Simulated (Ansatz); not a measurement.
Saddle point of Si2AsNH10, singlet (Si₂NH₇ ([NH2][SiH2][SiH3]) + AsH₃ → Si₂AsH₇ ([SiH3][SiH2][AsH2]) + NH₃; bonds formed: Si1–As7, N2–H6; bonds broken: Si1–N2, H6–As7), PBE0-D4/def2-TZVP structure:

Si1  (-0.360, -0.910, 0.803)
N2  (1.141, 0.145, 1.126)
H3  (0.136, -2.140, 0.151)
H4  (-0.686, -1.249, 2.226)
Si5  (-2.017, 0.308, -0.280)
H6  (1.317, 0.415, 0.074)
As7  (0.893, 0.211, -2.052)
H8  (0.969, 0.960, 1.711)
H9  (1.935, -0.370, 1.500)
H10  (-3.264, 0.264, 0.546)
H11  (-1.601, 1.731, -0.371)
H12  (-2.306, -0.284, -1.604)
H13  (2.182, -0.606, -1.940)
H14  (1.661, 1.526, -1.890)
(Å)

Energies are electronic, without zero-point energy. Barriers and step energies count from the start structure reached by relaxing down the imaginary mode; all methods use the PBE0-D4 structures, on which another method's saddle can fall below an end. Ansatz 0.2.0; basis: def2-TZVPP, with def2-QZVPP for the basis limit; cores frozen in the correlated methods. Filled d shells of the heavier atoms are correlated. The def2 sets are not built for correlating such inner shells, so the correlated values are less sure here. B3LYP uses VWN-RPA correlation. Extrapolation: Hartree–Fock as exp(−7.88 √X), correlation as X^−2.97.

```
      method  barrier (kcal/mol)  step energy (kcal/mol)
       SPW92                   ?                   -3.31
      PBE-D4               22.94                   -4.01
     BLYP-D4               27.27                   -1.40
   r2SCAN-D4               26.75                   -2.35
      B97M-V               32.52                   -1.09
     PBE0-D4               25.75                   -3.36
    B3LYP-D4               29.44                   -0.95
  r2SCAN0-D4                   ?                   -2.20
    BHLYP-D4               32.48                   -0.32
CAM-B3LYP-D4               32.30                    0.74
     wB97X-V               32.36                   -0.79
     wB97M-V                   ?                   -1.34
      B2PLYP               31.61                   -0.20
    PBE-QIDH               28.69                   -2.25
  RPA on PBE               33.75                   -0.46
          HF               42.83                    3.37
         MP2               30.00                   -1.77
        CCSD               34.09                   -0.41
     CCSD(T)               31.83                   -1.24
```

**Question.** Fill in the withheld barriers. (Judge from chemistry; the value comes from the calculation.)

**Answer.** Computed: r2SCAN0-D4 28.03; SPW92 17.39; wB97M-V 29.81 kcal/mol. Each is the energy of the saddle less that of the start structure, by the same method.

For comparison, the barrier by CCSD(T) at an estimated basis limit (MP2 extrapolated from triple and quadruple zeta, plus CCSD(T) − MP2 in triple zeta) is 29.50 kcal/mol.

T1 diagnostic: at most 0.014.

Labels in which every atom is bracketed show which atoms are joined, not bond orders.

For scale, one of the runs: CCSD(T)/def2-TZVPP, 303 basis functions, launched by `ansatz run in.yaml --threads 8 --pin off --events-out ev --progress --plain --max-ram 19148MiB`. The run took 4.5 min on 8 CPU threads of an Arm Neoverse V1 (shared host), with 9.6 GiB of host memory at its peak.
